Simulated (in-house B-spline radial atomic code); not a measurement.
# Ionising Sb⁴⁷⁺ with different functionals

Computed with a B-spline radial code for spherical atoms: scalar-relativistic (spin-free X2C) Hamiltonian, Fermi nucleus of rms radius 4.6802 fm, spin-polarised at highest spin, spherical fractional occupations for the functionals. The ionisation energy is the difference of two self-consistent energies, [He] 2s2 → [He] 2s1, without Breit or QED terms; ε is the level of the shell that loses the electron (its least bound occupied spin orbital). There is no spin-orbit coupling in this Hamiltonian.

| method | rung | ΔSCF (eV) | -ε(2s) (eV) |
| --- | --- | --- | --- |
| LDA VWN5 | LDA | 8457.5 | 8376.0 |
| LDA PW92 | LDA | 8457.5 | 8376.0 |
| r2SCAN | meta-GGA | 8460.5 | 8389.9 |
| PBE0 | global hybrid | 8466.8 | 8404.7 |
| r2SCAN0 | global hybrid | 8461.4 | 8408.3 |
| BHandHLYP | global hybrid | 8465.3 | 8424.9 |
| CAM-B3LYP | range-separated hybrid | 8466.5 | 8403.1 |

(1) Among the functionals, which spreads more, the ΔSCF values or the orbital energies?

(2) How do they compare with the NIST value?

## Answers

(1) The orbital energies: ΔSCF values span about 9.3 eV and the orbital energies 49.0 eV; here energy differences depend much less on the functional than eigenvalues do.

(2) NIST lists 8455 eV ± 4 (tabulated theory, ground level to ground level). Errors run from +2.5 to +11.8 eV; LDA PW92 is closest (+2.5 eV), though others lie within the uncertainty of it, and part of that can be cancellation, since the calculations leave out Breit-QED terms, the near-degeneracy of s² and p².
